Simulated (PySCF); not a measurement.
## Se²⁺ (selenium, charge +2) across methods

[Ar] 3d10 4s2 4p2, high-spin 3P determinant. All numbers are calculated (PySCF 2.14, a scalar-relativistic core potential, in aug-cc-pVQZ-PP with ECP10MDF (7s6p5d3f2g, 89 functions)).

```json
{"method": "r2SCAN", "E (hartree)": "-371.8602", "mean ε 4s α (eV)": "-39.198", "mean ε 4s β (eV)": "-36.524", "mean ε 4p α (eV)": "-26.765", "Σ⟨r²⟩ (bohr²)": "23.43", "⟨S²⟩": "2.004"}
{"method": "UHF", "E (hartree)": "-370.78441", "mean ε 4s α (eV)": "-45.828", "mean ε 4s β (eV)": "-39.859", "mean ε 4p α (eV)": "-31.448", "Σ⟨r²⟩ (bohr²)": "23.69", "⟨S²⟩": "2.008"}
{"method": "wB97X-V", "E (hartree)": "-371.9640", "mean ε 4s α (eV)": "-43.068", "mean ε 4s β (eV)": "-40.228", "mean ε 4p α (eV)": "-30.005", "Σ⟨r²⟩ (bohr²)": "23.56", "⟨S²⟩": "2.002"}
{"method": "PBE0", "E (hartree)": "-371.9595", "mean ε 4s α (eV)": "-40.438", "mean ε 4s β (eV)": "-37.508", "mean ε 4p α (eV)": "-27.704", "Σ⟨r²⟩ (bohr²)": "23.51", "⟨S²⟩": "2.003"}
{"method": "LC-wPBE", "E (hartree)": "-372.0358", "mean ε 4s α (eV)": "-43.769", "mean ε 4s β (eV)": "-40.664", "mean ε 4p α (eV)": "-30.651", "Σ⟨r²⟩ (bohr²)": "23.48", "⟨S²⟩": "2.003"}
{"method": "LDA", "E (hartree)": "-371.4292", "mean ε 4s α (eV)": "-38.604", "mean ε 4s β (eV)": "-36.791", "mean ε 4p α (eV)": "-26.229", "Σ⟨r²⟩ (bohr²)": "23.50", "⟨S²⟩": "2.001"}
{"method": "revPBE", "E (hartree)": "-372.0584", "mean ε 4s α (eV)": "-38.279", "mean ε 4s β (eV)": "-36.101", "mean ε 4p α (eV)": "-26.194", "Σ⟨r²⟩ (bohr²)": "23.53", "⟨S²⟩": "2.002"}
{"method": "BLYP", "E (hartree)": "-371.9696", "mean ε 4s α (eV)": "-38.175", "mean ε 4s β (eV)": "-36.439", "mean ε 4p α (eV)": "-25.943", "Σ⟨r²⟩ (bohr²)": "23.55", "⟨S²⟩": "2.001"}
```

(1) Estimate the same row for PBE.

Energies and moments cover only the electrons outside the core potential.

Results:

(1) E (hartree) = -371.9907; mean ε 4s α (eV) = -38.343; mean ε 4s β (eV) = -36.282; mean ε 4p α (eV) = -26.204; Σ⟨r²⟩ (bohr²) = 23.54; ⟨S²⟩ = 2.002.
